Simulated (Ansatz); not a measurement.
`C[O][GeH]([CH3])[SiH3]`: the same geometry under several functionals.

```yaml
crystal:
  periodic: [false, false, false]
  atoms:
    - {symbol: C, position_ang: [-0.740172, 2.247306, 0.147982]}
    - {symbol: O, position_ang: [-0.962052, 1.017363, -0.490477]}
    - {symbol: Ge, position_ang: [0.357347, -0.193996, -0.500745]}
    - {symbol: C, position_ang: [-0.297438, -1.592954, -1.679816]}
    - {symbol: Si, position_ang: [0.771244, -0.936166, 1.738304]}
    - {symbol: H, position_ang: [0.121539, 2.784467, -0.272202]}
    - {symbol: H, position_ang: [-1.627685, 2.869895, 0.008228]}
    - {symbol: H, position_ang: [-0.574063, 2.134463, 1.228429]}
    - {symbol: H, position_ang: [1.613708, 0.504470, -1.083057]}
    - {symbol: H, position_ang: [0.449061, -2.380701, -1.791855]}
    - {symbol: H, position_ang: [-1.210426, -2.025687, -1.270090]}
    - {symbol: H, position_ang: [-0.515798, -1.167755, -2.660049]}
    - {symbol: H, position_ang: [1.133862, 0.202855, 2.623670]}
    - {symbol: H, position_ang: [1.897362, -1.909945, 1.742107]}
    - {symbol: H, position_ang: [-0.438186, -1.604414, 2.288871]}
basis:
  gaussian: {orbitals: def2-TZVPP}
hamiltonian: {xc: {name: CAM-B3LYP}, dispersion: d4}
output: {orbitals: {seedname: orbitals}}
```

```sh
$ ansatz run in.yaml --threads 2 --pin off --events-out ev --progress --plain --max-ram 32768MiB --backend cpu
```

Output, abridged:

```
Functional definition: CAM-B3LYP
1781 factors; their error is unknown
460 factors; integrals over basis functions are off by at most 1.3e-5 eV
mean field evaluation 1: about -68675.5732 eV, gradient 6.6e1 eV
mean field evaluation 2: about -68671.0917 eV, gradient 8.4e1 eV
mean field evaluation 4: about -68683.6844 eV, gradient 3.4e0 eV
mean field evaluation 8: about -68683.7052 eV, gradient 5.0e-2 eV
mean field evaluation 16: about -68683.9037 eV, gradient 3.7e-5 eV
mean field -68683.90366623 eV, -2524.0869041118 hartree, gradient 3.7e-5 eV, S^2 0.000000; 0 other end points of the search recorded, 0 dependent functions left out
reference -68683.90383514 eV, -2524.0869103194 hartree; 38, 38 occupied and 285, 285 virtual orbitals, 1781 factors
Total energy: -68684.18827123 eV, -2524.0973631526 hartree
```

Run time 16 s (2 threads of a server CPU on a shared host); peak host memory 1.3 GiB.

With the line `hamiltonian: {xc: {name: PBE-QIDH}}` (abridged; 24 s):

```
Functional definition: PBE-QIDH
mean field evaluation 16: about -68645.2289 eV, gradient 1.3e-4 eV
mean field -68645.22888459 eV, -2522.6656321015 hartree, gradient 9.6e-6 eV, S^2 0.000000
17 core orbitals not correlated: weight in the atoms' cores, before any rotation towards them, 1.000 or more for the frozen orbitals, at most 0.000 for the correlated occupied ones
second order -30.15941329 eV of doubles, -0.00000000 eV of singles
Total energy: -68655.28203882 eV, -2523.0350787050 hartree
```

With the line `hamiltonian: {xc: {name: B2PLYP}}` (abridged; 25 s):

```
Functional definition: B2PLYP
mean field evaluation 16: about -68656.7925 eV, gradient 1.1e-4 eV
mean field -68656.79251454 eV, -2523.0905876639 hartree, gradient 9.2e-6 eV, S^2 0.000000
17 core orbitals not correlated: weight in the atoms' cores, before any rotation towards them, 1.000 or more for the frozen orbitals, at most 0.000 for the correlated occupied ones
second order -32.48672630 eV of doubles, -0.00000000 eV of singles
Total energy: -68665.56414908 eV, -2523.4129392876 hartree
```

The same input with `hamiltonian: {xc: {name: r2SCAN0}, dispersion: d4}` (abridged; 22 s):

```
Functional definition: r2SCAN0
mean field evaluation 16: about -68677.9612 eV, gradient 4.7e-5 eV
mean field -68677.96118360 eV, -2523.8685219031 hartree, gradient 4.7e-5 eV, S^2 0.000000
Total energy: -68678.06047353 eV, -2523.8721707410 hartree
```

Changing it to `hamiltonian: {xc: r2scan, dispersion: d4}` and forces (abridged; 18 s):

```
Functional definition: r2SCAN
mean field evaluation 16: about -68679.0476 eV, gradient 6.4e-4 eV
mean field -68679.04761533 eV, -2523.9084475329 hartree, gradient 5.2e-5 eV, S^2 0.000000
Total energy: -68679.13175781 eV, -2523.9115397120 hartree
Atom 0 force     0.056598     0.277845     0.144917 eV/Å
Atom 1 force    -0.145140    -0.232023    -0.177526 eV/Å
Atom 2 force     0.124027    -0.030811     0.058948 eV/Å
Atom 3 force    -0.022429    -0.011942    -0.031127 eV/Å
Atom 4 force     0.002539     0.003635    -0.000780 eV/Å
Atom 5 force     0.002976     0.000914     0.001010 eV/Å
Atom 6 force     0.009246    -0.013633    -0.001080 eV/Å
Atom 7 force     0.001502    -0.001849     0.001235 eV/Å
Atom 8 force    -0.031261    -0.010947    -0.001148 eV/Å
Atom 9 force    -0.019542     0.018400     0.002383 eV/Å
Atom 10 force     0.019484     0.009989    -0.006850 eV/Å
Atom 11 force     0.004547    -0.009114     0.018875 eV/Å
Atom 12 force    -0.004923    -0.028207    -0.010491 eV/Å
Atom 13 force    -0.020878     0.016720     0.007299 eV/Å
Atom 14 force     0.023255     0.011024    -0.005664 eV/Å
Dipole moment:     0.127887    -0.076714    -0.015991 e Å
```

With the line `hamiltonian: {xc: pbe, dispersion: d4}` and forces (abridged; 8 s):

```
Functional definition: PBE
mean field evaluation 16: about -68664.1684 eV, gradient 7.0e-3 eV
mean field -68664.16844369 eV, -2523.3616480604 hartree, gradient 3.9e-5 eV, S^2 0.000000
Total energy: -68664.49065145 eV, -2523.3734889773 hartree
Atom 0 force     0.065139     0.198010     0.121273 eV/Å
Atom 1 force    -0.518508    -0.110078    -0.266136 eV/Å
Atom 2 force     0.332926    -0.240929     0.119252 eV/Å
Atom 3 force    -0.030260    -0.026667    -0.033989 eV/Å
Atom 4 force    -0.003963     0.016833    -0.053415 eV/Å
Atom 5 force     0.188500     0.141556    -0.075972 eV/Å
Atom 6 force    -0.189913     0.136803    -0.028477 eV/Å
Atom 7 force     0.039955     0.002994     0.240002 eV/Å
Atom 8 force     0.152950     0.083147    -0.070479 eV/Å
Atom 9 force     0.141786    -0.141865    -0.015207 eV/Å
Atom 10 force    -0.170196    -0.082121     0.079798 eV/Å
Atom 11 force    -0.040135     0.080379    -0.187416 eV/Å
Atom 12 force     0.036435     0.109684     0.096737 eV/Å
Atom 13 force     0.114071    -0.098727     0.012472 eV/Å
Atom 14 force    -0.118787    -0.069022     0.061556 eV/Å
Dipole moment:     0.117125    -0.071589    -0.027255 e Å
```
